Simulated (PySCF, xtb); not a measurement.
C2H5BF2O, SMILES OCB(F)CF. The values are those of a single conformer.

Harmonic wavenumbers (cm⁻¹) from xtb with GFN2-xTB at its own minimum, in rising order: 81, 94, 119, 192, 230, 303, 401, 503, 634, 706, 830, 1016, 1055, 1121, 1155, 1180, 1231, 1246, 1310, 1332, 1412, 1439, 2816, 2913, 2932, 2939, 3551.

Q: What does r2SCAN-D4/def2-SVP in PySCF give at its own minimum? (An estimate is asked for; the answer gives what the named calculation found.)

A: 99, 105, 131, 194, 235, 323, 422, 532, 604, 724, 917, 1058, 1085, 1139, 1198, 1236, 1261, 1328, 1386, 1401, 1427, 1440, 2909, 3002, 3044, 3052, 3823. Paired by order, the mean absolute difference is 52 cm⁻¹ and the zero-point energies are 46.8 and 48.7 kcal/mol.
